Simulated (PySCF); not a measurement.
The scaffold HS-X carries different groups X. Isolated molecules, 0 K electronic values unless said otherwise. One relaxed conformer stands for each flexible species; it need not be the lowest. Strings in code marks are SMILES.

Calculation: PySCF with B3LYP-D3(BJ)/def2-TZVP. All candidates: neutral, multiplicity 1. B3LYP has the VWN-RPA correlation part, as in Gaussian. Excitations are Tamm–Dancoff values on a coarser integration grid. The basis has no diffuse functions, so Rydberg states are missing or too high.

T1 excitation (TDA): 5.84 eV
LUMO: -0.45 eV
HOMO–LUMO gap: 7.83 eV

### Question
Say which member has these values.
A. `FC(F)(F)S`
B. `CNS` (C–N–S–H torsion 61°)
C. `OS` (H–O–S–H torsion 91°)
D. `F[Si](F)(F)S`

### Answer
D, `F[Si](F)(F)S`. The others give `CNS` (C–N–S–H torsion 61°): 4.68 eV, -0.03 eV, 6.65 eV; `FC(F)(F)S`: 5.07 eV, -0.73 eV, 7.26 eV; `OS` (H–O–S–H torsion 91°): 3.54 eV, -1.06 eV, 5.80 eV
